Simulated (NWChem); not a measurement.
# CdClF; SMILES [F][Cd][Cl]

```xyz
3

Cd     0.4519    -0.1097     0.0000
F      0.9800    -1.9610     0.0000
Cl    -0.1704     2.0713     0.0000
```
Atoms are numbered in this order, from 1.

Level: PBE0/def2-SVP with def2 effective core potentials on Cd (NWChem), optimised geometry, unscaled harmonic frequencies. def2 effective core potentials on Cd; no spin-orbit coupling.

```json
[
 {"frequency (cm⁻¹)": "112", "IR intensity (km/mol)": "20.3"},
 {"frequency (cm⁻¹)": "380", "IR intensity (km/mol)": "10.3"},
 {"frequency (cm⁻¹)": "631", "IR intensity (km/mol)": "59.6"}
]
```

```
Quantity                                                                            Value
-----------------------------------------------------------------------  ----------------
zero-point energy                                                            1.6 kcal/mol
thermal correction to the enthalpy at 298.15 K (with zero-point energy)      4.7 kcal/mol
heat capacity Cv                                                         10.4 cal/(mol K)
entropy at 298.15 K and 1 atm (symmetry number 1)                        53.5 cal/(mol K)
```

Rigid rotor and harmonic oscillator.
